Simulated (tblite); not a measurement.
Record of a relaxation.

Species: C3H9FNSi2 (doublet state).
Atom-mapped SMILES: `[F:1][C@@H:2]1[CH2:3][C@@H:4]1[SiH2:5][NH:6][SiH2:7]` (hydrogens: H8 on C2; H9, H10 on C3; H11 on C4; H12, H13 on Si5; H14 on N6; H15, H16 on Si7)

Computed with GFN2-xTB (tblite), gas phase: L-BFGS steps from a force-field or distance-geometry start until the largest atomic force falls under 0.01 eV/Å. 10 of its 110 geometries are shown.

Step 0: E = -600.3904 eV, largest atomic force 2.011 eV/Å
```
atom  x, y, z in Å  |  force x, y, z in eV/Å
F1     -2.316   -0.046   -1.652   -0.062  -0.204   0.247
C2     -2.352   -0.453   -0.343    0.587   0.434   0.559
C3     -1.927    0.543    0.703   -0.634   0.028   0.048
C4     -1.059   -0.635    0.391   -0.252  -0.358   0.221
Si5     0.546   -0.399   -0.501   -0.930  -0.185  -1.773
N6      1.749   -0.077    0.637    0.062   0.345   1.099
Si7     3.253    0.079   -0.146    1.734   0.612   0.099
H8     -3.179   -1.109   -0.142   -0.275  -0.143  -0.204
H9     -1.656    1.530    0.344    0.106  -0.197   0.075
H10    -2.481    0.553    1.643    0.145   0.045  -0.308
H11    -1.022   -1.436    1.135   -0.258   0.253  -0.214
H12     0.464    0.765   -1.416   -0.175  -0.256  -0.019
H13     0.904   -1.625   -1.242   -0.037   0.194   0.174
H14     1.542    0.790    1.119   -0.042  -0.230   0.497
H15     4.265    0.112    0.933   -0.114  -0.218  -0.187
H16     3.261    1.417   -0.757    0.145  -0.122  -0.314
```

Step 12: E = -600.7828 eV, largest atomic force 0.250 eV/Å
```
atom  x, y, z in Å  |  force x, y, z in eV/Å
F1     -2.341   -0.074   -1.638   -0.022  -0.056   0.141
C2     -2.375   -0.453   -0.321    0.014  -0.043   0.101
C3     -1.971    0.540    0.708    0.059   0.056   0.039
C4     -1.088   -0.646    0.407    0.076   0.136   0.007
Si5     0.495   -0.355   -0.571    0.107  -0.011   0.035
N6      1.778    0.054    0.513   -0.012  -0.021  -0.014
Si7     3.407    0.239   -0.067   -0.224  -0.103  -0.040
H8     -3.216   -1.107   -0.148   -0.119  -0.079  -0.066
H9     -1.652    1.506    0.356    0.055   0.076  -0.060
H10    -2.511    0.587    1.642   -0.076  -0.076  -0.007
H11    -1.077   -1.437    1.151   -0.041   0.062  -0.120
H12     0.295    0.700   -1.558   -0.090   0.118  -0.082
H13     0.898   -1.591   -1.226    0.032  -0.157  -0.065
H14     1.507    0.545    1.354    0.141  -0.054   0.027
H15     4.357    0.084    1.021   -0.039   0.108   0.077
H16     3.485    1.418   -0.917    0.140   0.044   0.026
```

Step 24: E = -600.8233 eV, largest atomic force 0.134 eV/Å
```
atom  x, y, z in Å  |  force x, y, z in eV/Å
F1     -2.385   -0.093   -1.617   -0.022   0.024  -0.056
C2     -2.391   -0.459   -0.300    0.003  -0.004   0.016
C3     -1.987    0.554    0.710    0.090   0.033   0.052
C4     -1.086   -0.616    0.398    0.036   0.005   0.038
Si5     0.483   -0.352   -0.612    0.038   0.035  -0.074
N6      1.784    0.067    0.442    0.046   0.003   0.089
Si7     3.428    0.226   -0.074    0.132   0.021   0.010
H8     -3.220   -1.131   -0.125   -0.056  -0.041   0.044
H9     -1.678    1.523    0.354   -0.019   0.064  -0.095
H10    -2.514    0.591    1.651   -0.037  -0.057   0.017
H11    -1.059   -1.401    1.141    0.001  -0.043   0.024
H12     0.244    0.714   -1.591    0.016  -0.032   0.006
H13     0.885   -1.613   -1.244   -0.073   0.035  -0.040
H14     1.579    0.404    1.371   -0.086  -0.027  -0.024
H15     4.284    0.185    1.111   -0.053   0.021  -0.013
H16     3.624    1.410   -0.907   -0.017  -0.038   0.004
```

Step 36: E = -600.8431 eV, largest atomic force 0.091 eV/Å
```
atom  x, y, z in Å  |  force x, y, z in eV/Å
F1     -2.440   -0.112   -1.592   -0.004  -0.074   0.039
C2     -2.388   -0.474   -0.272   -0.055   0.063   0.035
C3     -1.976    0.566    0.709   -0.014   0.021  -0.015
C4     -1.056   -0.583    0.389   -0.043  -0.048  -0.030
Si5     0.487   -0.340   -0.669    0.026   0.024   0.044
N6      1.800    0.031    0.393    0.022   0.002   0.025
Si7     3.476    0.227   -0.016   -0.013  -0.043   0.012
H8     -3.202   -1.154   -0.046    0.040  -0.025  -0.066
H9     -1.732    1.538    0.310    0.038   0.017   0.024
H10    -2.486    0.591    1.662    0.036   0.030  -0.003
H11    -1.006   -1.360    1.141    0.044  -0.007   0.032
H12     0.270    0.747   -1.621   -0.006   0.057  -0.042
H13     0.779   -1.602   -1.352    0.031   0.005  -0.022
H14     1.568    0.273    1.344   -0.057  -0.028  -0.004
H15     4.217    0.304    1.242   -0.027   0.027  -0.034
H16     3.680    1.357   -0.916   -0.017  -0.020   0.005
```

Step 48: E = -600.8592 eV, largest atomic force 0.116 eV/Å
```
atom  x, y, z in Å  |  force x, y, z in eV/Å
F1     -2.491   -0.192   -1.563   -0.002  -0.021   0.014
C2     -2.383   -0.495   -0.232   -0.005   0.014   0.015
C3     -1.953    0.587    0.692    0.107  -0.021   0.039
C4     -1.022   -0.556    0.371   -0.023  -0.043  -0.047
Si5     0.483   -0.288   -0.741   -0.049  -0.038   0.061
N6      1.774   -0.020    0.375   -0.006   0.044  -0.005
Si7     3.468    0.187    0.067    0.014  -0.017  -0.042
H8     -3.165   -1.193    0.044    0.007   0.011  -0.021
H9     -1.725    1.549    0.259   -0.046  -0.008   0.006
H10    -2.403    0.633    1.674   -0.030   0.040  -0.044
H11    -0.913   -1.303    1.151    0.011   0.043  -0.054
H12     0.289    0.847   -1.647   -0.003   0.006   0.059
H13     0.752   -1.516   -1.493    0.011  -0.010  -0.042
H14     1.499    0.082    1.338    0.021   0.000   0.044
H15     4.097    0.472    1.350    0.019   0.010   0.056
H16     3.686    1.215   -0.941   -0.028  -0.012  -0.040
```

Step 61: E = -600.8674 eV, largest atomic force 0.067 eV/Å
```
atom  x, y, z in Å  |  force x, y, z in eV/Å
F1     -2.510   -0.222   -1.564    0.026   0.006   0.036
C2     -2.385   -0.502   -0.229   -0.007   0.007   0.017
C3     -1.939    0.589    0.679   -0.013  -0.003  -0.019
C4     -1.021   -0.565    0.362    0.015  -0.035  -0.025
Si5     0.486   -0.278   -0.731    0.059   0.020  -0.025
N6      1.768    0.002    0.395    0.001  -0.030  -0.017
Si7     3.469    0.172    0.086   -0.051   0.017   0.024
H8     -3.168   -1.193    0.064    0.006   0.004  -0.003
H9     -1.710    1.540    0.226   -0.022   0.016   0.010
H10    -2.388    0.659    1.660   -0.019   0.005  -0.025
H11    -0.901   -1.302    1.146   -0.030  -0.029   0.027
H12     0.276    0.892   -1.587    0.020   0.006   0.021
H13     0.776   -1.465   -1.544   -0.014   0.034   0.042
H14     1.508    0.015    1.369    0.014  -0.007  -0.035
H15     4.072    0.534    1.367    0.017   0.016  -0.024
H16     3.659    1.133   -0.991   -0.001  -0.026  -0.003
```

Step 73: E = -600.8755 eV, largest atomic force 0.098 eV/Å
```
atom  x, y, z in Å  |  force x, y, z in eV/Å
F1     -2.506   -0.251   -1.572    0.015   0.015  -0.002
C2     -2.387   -0.513   -0.234    0.013  -0.019  -0.007
C3     -1.952    0.589    0.663   -0.003  -0.005   0.000
C4     -1.026   -0.568    0.367   -0.001   0.030   0.004
Si5     0.491   -0.241   -0.705    0.001  -0.005   0.026
N6      1.784   -0.049    0.424    0.029   0.002  -0.030
Si7     3.482    0.149    0.118    0.011   0.077  -0.060
H8     -3.167   -1.203    0.068   -0.007  -0.019  -0.027
H9     -1.726    1.533    0.192    0.007   0.004   0.034
H10    -2.416    0.681    1.635   -0.005  -0.029  -0.007
H11    -0.918   -1.311    1.149    0.007   0.068   0.010
H12     0.311    0.996   -1.469   -0.004  -0.019  -0.018
H13     0.762   -1.384   -1.582   -0.012   0.001  -0.024
H14     1.535   -0.111    1.396    0.001  -0.009   0.055
H15     4.069    0.718    1.330   -0.016  -0.014   0.004
H16     3.656    0.974   -1.073   -0.035  -0.076   0.042
```

Step 85: E = -600.8883 eV, largest atomic force 0.130 eV/Å
```
atom  x, y, z in Å  |  force x, y, z in eV/Å
F1     -2.405   -0.256   -1.608    0.022   0.010  -0.022
C2     -2.353   -0.520   -0.267   -0.016  -0.012   0.008
C3     -2.013    0.593    0.657    0.040   0.008   0.016
C4     -1.026   -0.523    0.406    0.037   0.032   0.033
Si5     0.510   -0.184   -0.634   -0.083   0.014  -0.060
N6      1.825   -0.163    0.480    0.027   0.062   0.014
Si7     3.500    0.140    0.145   -0.016  -0.127  -0.007
H8     -3.126   -1.233   -0.009   -0.030  -0.061  -0.024
H9     -1.802    1.554    0.215   -0.011  -0.003   0.016
H10    -2.531    0.639    1.604    0.013   0.031  -0.014
H11    -0.927   -1.247    1.207    0.004  -0.004  -0.026
H12     0.383    1.112   -1.311   -0.006  -0.018   0.029
H13     0.723   -1.252   -1.614   -0.025  -0.020  -0.014
H14     1.602   -0.315    1.450    0.016  -0.006   0.019
H15     4.019    1.008    1.190    0.042   0.080   0.094
H16     3.614    0.657   -1.205   -0.013   0.014  -0.061
```

Step 97: E = -600.8925 eV, largest atomic force 0.020 eV/Å
```
atom  x, y, z in Å  |  force x, y, z in eV/Å
F1     -2.353   -0.244   -1.616   -0.006  -0.017   0.006
C2     -2.340   -0.524   -0.276    0.009   0.003   0.001
C3     -2.027    0.589    0.658   -0.006  -0.001   0.000
C4     -1.026   -0.515    0.425   -0.003   0.000  -0.001
Si5     0.506   -0.164   -0.613    0.002  -0.006  -0.005
N6      1.828   -0.149    0.497    0.002   0.009  -0.010
Si7     3.506    0.129    0.151   -0.006   0.000   0.003
H8     -3.109   -1.255   -0.052    0.008   0.017  -0.006
H9     -1.819    1.552    0.219   -0.002   0.001   0.006
H10    -2.561    0.638    1.596   -0.005  -0.010   0.002
H11    -0.930   -1.244    1.221   -0.002   0.002   0.002
H12     0.381    1.143   -1.265    0.004   0.003   0.004
H13     0.693   -1.225   -1.607   -0.002   0.002  -0.004
H14     1.619   -0.356    1.460   -0.001   0.007  -0.003
H15     4.021    1.072    1.142    0.003  -0.003  -0.003
H16     3.604    0.562   -1.233    0.006  -0.007   0.008
```

Step 109: E = -600.8928 eV, largest atomic force 0.010 eV/Å
```
atom  x, y, z in Å  |  force x, y, z in eV/Å
F1     -2.343   -0.249   -1.619   -0.008   0.002  -0.004
C2     -2.337   -0.525   -0.279    0.000   0.001   0.000
C3     -2.031    0.587    0.659    0.003  -0.001   0.005
C4     -1.027   -0.513    0.428    0.005   0.002   0.005
Si5     0.505   -0.159   -0.611   -0.001   0.007   0.003
N6      1.827   -0.141    0.498    0.000  -0.004  -0.009
Si7     3.507    0.126    0.154   -0.001  -0.004   0.006
H8     -3.107   -1.254   -0.057   -0.001  -0.004  -0.004
H9     -1.823    1.554    0.228   -0.005  -0.003  -0.005
H10    -2.572    0.627    1.593   -0.001   0.002   0.003
H11    -0.932   -1.241    1.224    0.004  -0.004   0.000
H12     0.382    1.150   -1.257   -0.002   0.000  -0.001
H13     0.685   -1.218   -1.609    0.004   0.003   0.000
H14     1.618   -0.353    1.460    0.001   0.008   0.003
H15     4.026    1.081    1.130   -0.001  -0.002   0.000
H16     3.613    0.537   -1.236    0.003  -0.004  -0.002
```

**Question.** Summarise the path.

**Answer.** The energy falls by 11.59 kcal/mol from step 0 to step 109; nine tenths of that is first reached at step 36. It falls at every step. The largest force goes from 2.011 to 0.010 eV/Å. Among the bonds Si5–N6 changes most, from 1.687 to 1.726 Å; the atoms move by 0.536 Å rms after alignment.

**Question.** Follow the three bonds and two angles with the largest change from start to end.

**Answer.** 
| step | E above end (kcal/mol) | largest force (eV/Å) | Si5–N6 (Å) | N6–Si7 (Å) | C4–Si5 (Å) | Si5–N6–Si7 (°) | H15–Si7–H16 (°) |
| --- | --- | --- | --- | --- | --- | --- | --- |
| 0 | 11.59 | 2.011 | 1.687 | 1.703 | 1.852 | 109.7 | 106.2 |
| 5 | 5.32 | 0.694 | 1.745 | 1.752 | 1.887 | 114.2 | 118.1 |
| 9 | 3.33 | 0.302 | 1.727 | 1.730 | 1.890 | 119.4 | 121.2 |
| 14 | 2.18 | 0.284 | 1.727 | 1.736 | 1.881 | 120.1 | 116.0 |
| 19 | 1.86 | 0.132 | 1.730 | 1.735 | 1.886 | 120.8 | 114.4 |
| 24 | 1.60 | 0.134 | 1.726 | 1.731 | 1.884 | 123.8 | 114.0 |
| 28 | 1.42 | 0.109 | 1.728 | 1.736 | 1.890 | 125.8 | 114.5 |
| 33 | 1.24 | 0.109 | 1.727 | 1.734 | 1.889 | 128.0 | 115.1 |
| 38 | 1.06 | 0.094 | 1.730 | 1.736 | 1.889 | 127.6 | 114.0 |
| 43 | 0.93 | 0.076 | 1.729 | 1.736 | 1.885 | 128.2 | 113.4 |
| 47 | 0.81 | 0.138 | 1.727 | 1.736 | 1.890 | 129.0 | 113.6 |
| 52 | 0.69 | 0.063 | 1.727 | 1.735 | 1.885 | 129.4 | 114.7 |
| 57 | 0.63 | 0.042 | 1.726 | 1.734 | 1.886 | 128.6 | 116.1 |
| 62 | 0.57 | 0.062 | 1.729 | 1.738 | 1.883 | 128.8 | 115.5 |
| 66 | 0.51 | 0.055 | 1.726 | 1.734 | 1.885 | 128.9 | 116.0 |
| 71 | 0.44 | 0.058 | 1.729 | 1.738 | 1.886 | 129.1 | 114.4 |
| 76 | 0.34 | 0.099 | 1.726 | 1.737 | 1.887 | 129.0 | 115.2 |
| 81 | 0.15 | 0.060 | 1.728 | 1.736 | 1.886 | 128.7 | 115.5 |
| 85 | 0.10 | 0.130 | 1.724 | 1.735 | 1.886 | 127.9 | 115.3 |
| 90 | 0.04 | 0.032 | 1.727 | 1.735 | 1.884 | 127.5 | 115.1 |
| 95 | 0.01 | 0.032 | 1.726 | 1.735 | 1.884 | 128.0 | 115.1 |
| 100 | 0.01 | 0.013 | 1.726 | 1.735 | 1.884 | 127.9 | 115.5 |
| 104 | 0.00 | 0.016 | 1.726 | 1.735 | 1.884 | 128.1 | 115.3 |
| 109 | 0.00 | 0.010 | 1.726 | 1.735 | 1.884 | 128.0 | 115.4 |

The cost below is that of the whole relaxation. On an Arm Neoverse N1 with one thread, no GPU, shared host with 64 logical CPUs at a one-minute load of 42, this took 1.2 s.
